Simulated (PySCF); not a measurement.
```xyz
3
charge 0 multiplicity 3, angstrom
W     0.1593    0.0376    0.0000
N    -0.0007   -1.6109    0.0000
F    -1.5481    0.8195    0.0000
```

Method: UPBE0/[W def2-TZVP with ECP60, N def2-TZVP, F def2-TZVP], scalar-relativistic core potentials, density fitting, no spin–orbit coupling, PySCF.

This geometry of FWN is a stationary point at this level.

Task: What is the point group?

Result: Cs.

Task: Is it a minimum?

Result: Yes: all harmonic wavenumbers are real.

Task: Which band is strongest in the infrared?

Result: 660 cm⁻¹ (a'), 121 km/mol.

Task: What are the dipole moment and the gap between the highest occupied and lowest empty levels of either spin?

Result: 4.37 D and 3.39 eV.

Task: Give the ideal-gas entropy at 298.15 K and 1 bar by parts.

Result: translation 175.9, rotation 99.1, vibration 8.5, spin 9.1; total 292.8 J/(mol K).

Only a few start shapes were tried, so a lower isomer may exist. With open d or f shells other occupations or spin states may lie lower. With an element this heavy the missing spin–orbit coupling can shift these numbers.
